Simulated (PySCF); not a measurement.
CaH2O2, SMILES [OH][Ca][OH].

Geometry: B3LYP-D3(BJ)/def2-TZVP. The values are those of a single conformer.

These are HF/def2-TZVPD in PySCF values and carry that method's errors.

Isolated molecule, no solvent.

```
Property                                                                                                        Value
---------------------------------------------------------------------------------------------  ----------------------
total energy                                                                                       -827.81356 hartree
point group                                                                                                       C2v
highest occupied level                                                                                      -11.17 eV
lowest empty level                                                                                            0.47 eV
orbital gap                                                                                                  11.64 eV
dipole moment                                                                                                  0.20 D
quadrupole, principal values (traceless, Buckingham form, about the centre of nuclear charge)  -11.30, 5.64, 5.66 D·Å
mean static polarisability                                                                       29.8 bohr³ (4.41 Å³)
polarisability, principal values                                                               26.2, 26.2, 36.9 bohr³
```
